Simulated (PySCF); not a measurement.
Vertical excitation energies

Species: C5H7O2P.
Atom-mapped SMILES: `[OH:1][CH2:2][PH:3][c:4]1[cH:5][cH:6][cH:7][o:8]1` (hydrogens: H9 on O1; H10, H11 on C2; H12 on P3; H13 on C5; H14 on C6; H15 on C7)

Geometry (PBE0-D3(BJ)/def2-SVP, Å), atoms numbered from 1 in this order:
```xyz
15
C5H7O2P angstrom
O     -2.1924    0.8944    0.1320
C     -2.2953   -0.4888    0.0744
P     -1.0051   -1.3670   -0.9769
C      0.4565   -0.4967   -0.3335
C      1.0117    0.7369   -0.5757
C      2.1507    0.8461    0.2786
C      2.1988   -0.3230    0.9791
O      1.1888   -1.1335    0.6175
H     -1.2878    1.1091    0.3990
H     -2.2506   -0.9720    1.0722
H     -3.2764   -0.7440   -0.3585
H     -1.1426   -0.5144   -2.1119
H      0.6496    1.4669   -1.2974
H      2.8430    1.6811    0.3596
H      2.8724   -0.7065    1.7415
```

The calculation used TDDFT CAM-B3LYP/def2-SVPD, vertical, gas phase, core orbitals frozen in the response in PySCF.

Task: List the vertical singlet excitations with oscillator strengths and describe the spectrum.

Result: 

| state | λ (nm) | E (eV) | f | \|μ\| (D) | main configurations (H = HOMO, L = LUMO) |
| --- | --- | --- | --- | --- | --- |
| S1 | 223.3 | 5.55 | 0.249 | 3.44 | H→L (94%) |
| S2 | 198.9 | 6.23 | 0.029 | 1.10 | H→L+1 (86%) |
| S3 | 194.9 | 6.36 | 0.097 | 2.01 | H-1→L (84%) |
| S4 | 186.0 | 6.66 | 0.019 | 0.86 | H→L+2 (43%), H→L+3 (24%), H-3→L (13%) |
| S5 | 181.2 | 6.84 | 0.016 | 0.77 | H→L+3 (36%), H-3→L (12%) |
| S6 | 177.0 | 7.01 | 0.020 | 0.86 | H-1→L+1 (26%), H→L+2 (20%), H→L+3 (14%) |
| S7 | 174.5 | 7.10 | 0.022 | 0.90 | H-2→L (18%), H-1→L+1 (16%), H→L+7 (13%) |
| S8 | 170.8 | 7.26 | 0.0065 | 0.48 | H-2→L (48%), H→L+4 (24%) |
| S9 | 168.6 | 7.35 | 0.021 | 0.86 | H→L+6 (23%), H→L+4 (18%), H-2→L (11%) |
| S10 | 166.0 | 7.47 | 0.055 | 1.39 | H→L+6 (38%), H→L+4 (12%), H-1→L+2 (10%) |

Triplets, Tamm–Dancoff:

```
state  E (eV)  λ (nm)  main configurations (H = HOMO, L = LUMO)
   T1    3.86   321.4                    H→L (70%), H-1→L (14%)
   T2    5.16   240.2     H→L+2 (26%), H-1→L (16%), H-3→L (16%)
   T3    5.39   230.1                  H-1→L (28%), H-3→L (28%)
   T4    5.62   220.8   H→L+1 (26%), H→L+3 (23%), H-1→L+3 (11%)
```

The lowest singlet lies at 5.55 eV (223 nm, ultraviolet) and is strong; its leading configuration is HOMO→LUMO (94%). The lowest level is also the most intense of those listed (f = 0.249). Löwdin shares by element: HOMO carbon 43% or more, phosphorus 22% (atoms not listed hold the other 35%); LUMO carbon 44% or more, oxygen 15% or more (atoms not listed hold the other 41%). The oscillator strengths of these states sum to 0.532; summed over the whole spectrum of an exact calculation they would give the number of electrons, 68 (Thomas–Reiche–Kuhn). The listed states span 1.92 eV, and the widest gap between neighbours is 0.68 eV (S1 to S2). Of the 10 states listed, 9 reach f = 0.01 and none stays under 0.0005. The vertical ionisation energy (ΔSCF) is 8.68 eV, 1.21 eV above S10. The window holds the lowest 10 singlets.

The run took 2.2 min on one thread of an Arm Neoverse V2, shared host, and the process peaked at 1.1 GiB of memory.

One conformer stands for the species.
